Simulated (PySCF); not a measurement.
N-methylaniline, C₇H₉N.
Z-matrix (Å and degrees, PBE0-D3(BJ)/def2-SVP geometry), rows numbered from 1:
```
C 
N   1  1.4319
C   2  1.3742  1  123.03
C   3  1.4073  2  122.04  1    -9.43
C   4  1.3934  3  120.42  2  -178.64
C   5  1.3922  4  121.17  3    -0.47
C   6  1.3970  5  118.68  4     0.09
C   7  1.3875  6  120.81  5     0.19
H   1  1.0985  2  109.24  3  -178.16
H   1  1.1085  2  113.41  3   -57.69
H   1  1.1035  2  111.39  3    63.65
H   2  1.0094  1  116.93  3   155.78
H   4  1.0909  3  120.17  2     1.26
H   5  1.0934  4  118.90  3   179.84
H   6  1.0917  5  120.69  4  -179.79
H   7  1.0933  6  120.03  5  -179.87
H   8  1.0942  3  119.11  2    -0.77
```

Method used: PBE0-D3(BJ)/def2-SVP geometry optimisation, gas phase in PySCF 2.14.0.

Masses are those of the commonest isotopes; rigid-rotor values at the optimised geometry. The values belong to one conformer with, in the numbering `[CH3:1][NH:2][c:3]1[cH:4][cH:5][cH:6][cH:7][cH:8]1`, C1–N2–C3–C4 -9°.

Question: Give the principal moments of inertia and the rotational constants in MHz.

Answer: Ia = 101.14, Ib = 332.37, Ic = 429.86 u·Å²; 505379 MHz·u·Å²/I gives A = 4997, B = 1521, C = 1176 MHz.

Question: Classify the top.

Answer: An asymmetric top; Ray's κ = -0.820.

Question: Is it planar, by Δ = Ic − Ia − Ib?

Answer: Not planar: Δ = Ic − Ia − Ib = -3.66 u·Å². For a rigid frame Δ = −2 Σ m c², so Σ m c² = 1.83 u·Å² lies off the ab plane: 1.65 from hydrogen and 0.18 from heavier atoms. The atom farthest from that plane is 1.02 Å away.

Question: Give the other two planar moments, Paa and Pbb, and the rms extents of the mass along the axes.

Answer: Paa = Σ m a² = (Ib + Ic − Ia)/2 = 330.55 and Pbb = Σ m b² = (Ia + Ic − Ib)/2 = 99.31 u·Å². With the mass M = 107.07 u, the rms extents √(P/M) along a, b and c are 1.76, 0.96, 0.13 Å.

Question: Where do the levels up to J = 5 lie, in MHz?

Answer: Above 0(0,0):
J = 1: 1(0,1) 2696, 1(1,1) 6172, 1(1,0) 6517
J = 2: 2(0,2) 8064, 2(1,2) 11220, 2(1,1) 12255, 2(2,1) 22683, 2(2,0) 22708
J = 3: 3(0,3) 16056, 3(1,3) 18777, 3(1,2) 20845, 3(2,2) 30772, 3(2,1) 30893, 3(3,1) 49030, 3(3,0) 49031
J = 4: 4(0,4) 26604, 4(1,4) 28826, 4(1,3) 32267, 4(2,3) 41538, 4(2,2) 41896, 4(3,2) 59861, 4(3,1) 59868, 4(4,1) 85360, 4(4,0) 85360
J = 5: 5(0,5) 39630, 5(1,5) 41349, 5(1,4) 46491, 5(2,4) 54965, 5(2,3) 55777, 5(3,3) 73415, 5(3,2) 73445, 5(4,2) 98895, 5(4,1) 98896, 5(5,1) 131683, 5(5,0) 131683

Question: Which lines would a microwave search look for?

Answer: The dipole components are |μa| = 1.95 D, |μb| = 0.55 D, |μc| = 0.39 D. The squared components, which scale the intensities, stand as 1.00 : 0.08 : 0.04 (a : b : c). Some lines, for components of 0.1 D or more:

| type | branch | J(Ka,Kc) | MHz | lower level (cm⁻¹) |
| --- | --- | --- | --- | --- |
| a | Q | 1(1,0) ← 1(1,1) | 345 | 0.206 |
| a | R | 1(0,1) ← 0(0,0) | 2696 | 0.000 |
| b | Q | 1(1,0) ← 1(0,1) | 3821 | 0.090 |
| a | R | 2(1,1) ← 1(1,0) | 5737 | 0.217 |
| a | R | 3(2,2) ← 2(2,1) | 8089 | 0.757 |
| a | R | 3(1,2) ← 2(1,1) | 8590 | 0.409 |
| c | R | 2(1,1) ← 1(0,1) | 9558 | 0.090 |
| c | Q | 3(2,2) ← 3(1,2) | 9927 | 0.695 |
| b | Q | 3(2,2) ← 3(1,3) | 11995 | 0.626 |
| c | R | 3(1,2) ← 2(0,2) | 12780 | 0.269 |
| c | R | 2(2,0) ← 1(1,0) | 16190 | 0.217 |
| c | R | 3(2,1) ← 2(1,1) | 18639 | 0.409 |
| c | R | 3(2,2) ← 2(1,2) | 19552 | 0.374 |
| b | R | 3(3,0) ← 2(2,1) | 26348 | 0.757 |

Stationary, but not proved a minimum. No vibrational averaging or centrifugal distortion is included, and the geometry carries the error of its method. A rigid rotor knows nothing of inversion at nitrogen or internal rotation, which can split or shift real lines. Quadrupole hyperfine structure (14N) is left out.
